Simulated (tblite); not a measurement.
C₅H₉NSi.
Cartesian coordinates in Å at the GFN2-xTB level; atoms count from 1:
```
atom  x, y, z in Å
C1     3.495    0.038    0.078
C2     2.350    0.021    0.442
Si3    0.589   -0.036    1.022
C4    -0.482   -1.298    0.084
C5    -1.177   -0.449   -0.979
C6    -1.475    0.917   -0.366
N7    -0.294    1.290    0.385
H8     4.496    0.059   -0.246
H9     0.563   -0.200    2.482
H10   -1.222   -1.739    0.753
H11    0.068   -2.119   -0.371
H12   -2.091   -0.916   -1.351
H13   -0.496   -0.309   -1.821
H14   -2.361    0.855    0.283
H15   -1.678    1.663   -1.142
H16   -0.290    2.231    0.738
```

All values are computed: GFN2-xTB (tblite) harmonic vibrations without scaling, gas phase. The method is semi-empirical: single wavenumbers can be off by several per cent or more. Modes of hydrogen on silicon can be 10 to 20 % off. One conformer, not necessarily the lowest.

Harmonic wavenumbers (cm⁻¹): 66.3, 100.0, 163.2, 222.1, 262.8, 278.1, 373.8, 447.2, 542.5, 590.0, 632.1, 653.8, 678.9, 686.8, 759.9, 792.9, 862.3, 893.9, 947.0, 998.5, 1060.3, 1133.0, 1144.1, 1148.6, 1219.6, 1257.8, 1282.3, 1327.8, 1360.9, 1482.5, 1495.8, 1506.6, 2194.1, 2210.8, 2846.2, 2929.2, 2967.1, 2983.3, 2989.1, 3020.4, 3349.1, 3493.2.

A = 4235, B = 1473, C = 1358 MHz; mass 111.050 u (most abundant isotopes); point group C1, symmetry number 1.

Zero-point energy?

Half the sum of the wavenumbers: 27677 cm⁻¹ = 79.13 kcal/mol.

Give the ideal-gas entropy at 400 K and 1 bar in the rigid-rotor, harmonic-oscillator model (classical rotation).

Translation 41.52, rotation 28.91, vibration 29.66: S = 100.1 cal/(mol K).

And Cp and H(400 K) − H(0)?

Cp = 41.58 cal/(mol K), of which vibrations give 33.64 (their classical limit is 42 R = 83.5); H(400 K) − H(0) = 9.71 kcal/mol without the zero-point energy, 6.53 from vibrations.

What must be added to the electronic energy to get the Gibbs energy at 400 K and 1 bar?

ZPE + [H(400 K) − H(0)] − T·S = 79.13 + 9.71 − 40.03 = 48.81 kcal/mol.

Blend soft modes into free rotors: weight 1/[1 + (100 cm⁻¹/ν̃)⁴] for the oscillator and the rest for a rotor with moment μB/(μ + B), μ = h/(8π²ν), B = 10⁻⁴⁴ kg m². What vibrational entropy results?

28.09 cal/(mol K) in place of 29.66, which changes −T·S at 400 K by +0.63 kcal/mol.

Hindered rotation and anharmonicity are outside this model. Other conformers, if any are populated, would add a mixing term that is left out. The structure is chiral; the term R ln 2 for an equal mix with its mirror image is left out.
